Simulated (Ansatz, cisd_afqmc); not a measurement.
Species: Al, charge -1, triplet.

Total energies in aug-cc-pV(Q+d)Z, 4 correlated electrons, 5 frozen orbitals. Open shells are spin-unrestricted; no spin-orbit coupling. Cores are frozen in correlated methods. No relativity. AFQMC is phaseless with a CISD trial state; ± is one standard error, without the phaseless bias. Outlying blocks are dropped, and bars are widened where a walk drifts. Over all cases where full CI ran beside it in this data, AFQMC minus full CI had a median of +0.1 mEh and passed +0.4 mEh in a tenth of the cases. Full CI freezes restricted core orbitals and the other rows unrestricted ones, which leaves a small offset even where coupled cluster is exact.

```csv
method,program,energy (Eh),error against FCI (mEh)
HF,Ansatz,-241.88097,69.91
MP2,Ansatz,-241.93252,18.36
CCSD,Ansatz,-241.94653,4.35
CCSD(T),Ansatz,-241.94984,1.04
CCSDT(Q),Ansatz,-241.95085,0.03
AFQMC/CISD,cisd_afqmc,-241.9503 ± 0.0001,0.6 ± 0.1
FCI,Ansatz,-241.95088,0.00
```

Ansatz is a quantum-chemistry and plane-wave program.
